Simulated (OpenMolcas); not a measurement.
**Nd4+: the spin-orbit constant, worked from levels**

```json
{
  "Program": "OpenMolcas",
  "Basis": "ANO-RCC-VQZP [9s8p6d4f3g2h]",
  "Scalar Hamiltonian": "DKH2, point nucleus",
  "Active space": "2 electrons in 7 orbitals (4f)",
  "State averaging": "2S+1 = 3 even, 21 roots; 2S+1 = 1 even, 28 roots",
  "Spin-orbit coupling": "RASSI with atomic mean-field integrals over the reference wave functions, term energies averaged over their components"
}
```

Methods: CASSCF; SS-CASPT2, IPEA 0.25 Eh, imaginary shift 0.1 Eh (closed shells correlated: 5s 5p). Measured levels: the list in Carvajal Gallego et al., Mon. Not. R. Astron. Soc. 518, 332 (2023).

**The spin-orbit constant.** For the Hund term 3H of f2, E(J) = (A/2) J(J+1) + constant and ζ = 2S·A = 2A. From J = 4 to J = 6 the energy changes by 11 A.

| Source | E(6) - E(4) | A | ζ |
| --- | --- | --- | --- |
| CASSCF | 6078.4 | 552.6 | 1105 |
| SS-CASPT2 | 6097.5 | 554.3 | 1109 |
| measured | 5743.4 | 522.1 | 1044 |

All in cm-1. SS-CASPT2 is off by +6.2 % and CASSCF by +5.8 %. Both methods take the spin-orbit matrix elements from the reference wave functions, so the second can move ζ only through the term energies and any multistate remixing. Second-order mixing with other terms is absorbed into this ζ.

CASPT2 does not keep the components of a term degenerate, so their means are used; among the terms shown or strongly mixed into the levels shown the widest spread is 43 cm-1 (4f2 3H, SS-CASPT2). Without dynamic correlation excited terms often stand tens of per cent too high (terms of higher spin than the ground term too low), and those without a measured partner can miss by more than the paired ones (holds for CASSCF). Measured partners are found by configuration, term and J. A level has none where our copy of the source lacks it or the pairing is in doubt (some pairs that miss far off the trend of their configuration count as doubtful), and it then counts in no deviation. Levels of configurations outside the active space are missing.
